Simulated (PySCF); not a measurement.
Harmonic spectrum computed at PBE0 in the def2-TZVP basis family (core potentials from Rb on, PySCF, no spin–orbit coupling):

| symmetry | ω (cm⁻¹) | IR (km/mol) |
| --- | --- | --- |
| a1 | 65 | 1.3 |
| a1 | 237 | 4.7 |
| b2 | 282 | 22.0 |

Question: Which molecule gave it? In each, all ligands are bound to the one heavy central atom.
A. GeBr₂⁺ (doublet)
B. InBr₂⁺ (singlet)
C. GaBr₂⁺ (singlet)
D. SnBr₂⁺ (doublet)

Answer: D. It has C2v symmetry with Sn–Br 2.428 Å (×2).
